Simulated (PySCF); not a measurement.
Potential energy of InCl along the bond

Set-up: In aug-cc-pVDZ-PP with ECP28, Cl aug-cc-pV(D+d)Z; scalar-relativistic core potentials (PySCF 2.14). Energies in eV from In + Cl in their ground configurations at the same level. State: ¹Σ⁺ (singlet), closed shell.

All columns are PBE0. A positive dipole means In(−)Cl(+).

```json
{"R (Å)": "2.110", "E (eV)": "-3.685", "μ (D)": "-1.29", "Mulliken charge on In (basis-dependent)": "0.49", "HOMO (eV)": "-6.79", "LUMO (eV)": "-1.47", "Mayer bond order": "0.84", "⟨S²⟩": "0.00"}
{"R (Å)": "2.209", "E (eV)": "-4.169", "μ (D)": "-2.01", "Mulliken charge on In (basis-dependent)": "0.54", "HOMO (eV)": "-6.99", "LUMO (eV)": "-1.59", "Mayer bond order": "0.80", "⟨S²⟩": "0.00"}
{"R (Å)": "2.307", "E (eV)": "-4.430", "μ (D)": "-2.74", "Mulliken charge on In (basis-dependent)": "0.57", "HOMO (eV)": "-7.17", "LUMO (eV)": "-1.71", "Mayer bond order": "0.77", "⟨S²⟩": "0.00"}
{"R (Å)": "2.380", "E (eV)": "-4.521", "μ (D)": "-3.29", "Mulliken charge on In (basis-dependent)": "0.59", "HOMO (eV)": "-7.28", "LUMO (eV)": "-1.80", "Mayer bond order": "0.75", "⟨S²⟩": "0.00"}
{"R (Å)": "2.454", "E (eV)": "-4.546", "μ (D)": "-3.84", "Mulliken charge on In (basis-dependent)": "0.60", "HOMO (eV)": "-7.36", "LUMO (eV)": "-1.89", "Mayer bond order": "0.73", "⟨S²⟩": "0.00"}
{"R (Å)": "2.528", "E (eV)": "-4.522", "μ (D)": "-4.38", "Mulliken charge on In (basis-dependent)": "0.62", "HOMO (eV)": "-7.42", "LUMO (eV)": "-1.99", "Mayer bond order": "0.72", "⟨S²⟩": "0.00"}
{"R (Å)": "2.626", "E (eV)": "-4.435", "μ (D)": "-5.08", "Mulliken charge on In (basis-dependent)": "0.63", "HOMO (eV)": "-7.46", "LUMO (eV)": "-2.11", "Mayer bond order": "0.70", "⟨S²⟩": "0.00"}
{"R (Å)": "2.748", "E (eV)": "-4.268", "μ (D)": "-5.95", "Mulliken charge on In (basis-dependent)": "0.64", "HOMO (eV)": "-7.43", "LUMO (eV)": "-2.26", "Mayer bond order": "0.68", "⟨S²⟩": "0.00"}
{"R (Å)": "2.896", "E (eV)": "-4.020", "μ (D)": "-6.95", "Mulliken charge on In (basis-dependent)": "0.66", "HOMO (eV)": "-7.13", "LUMO (eV)": "-2.44", "Mayer bond order": "0.66", "⟨S²⟩": "0.00"}
{"R (Å)": "3.092", "E (eV)": "-3.659", "μ (D)": "-8.23", "Mulliken charge on In (basis-dependent)": "0.68", "HOMO (eV)": "-6.76", "LUMO (eV)": "-2.67", "Mayer bond order": "0.63", "⟨S²⟩": "0.00"}
```

A fit through these points gives, at Re = 2.451 Å, μ = -3.82 D and dμ/dR = -7.36 D/Å; the reduced mass is 26.81 u.

Question: How strong is the fundamental in the double-harmonic approximation, I = 42.26·(dμ/dR)²/μred km/mol?

Answer: I = 42.26·(-7.36)²/26.81 = 85.4 km/mol at PBE0.

These are scalar-relativistic numbers at best; spin–orbit coupling would shift them, the dissociation energy most.
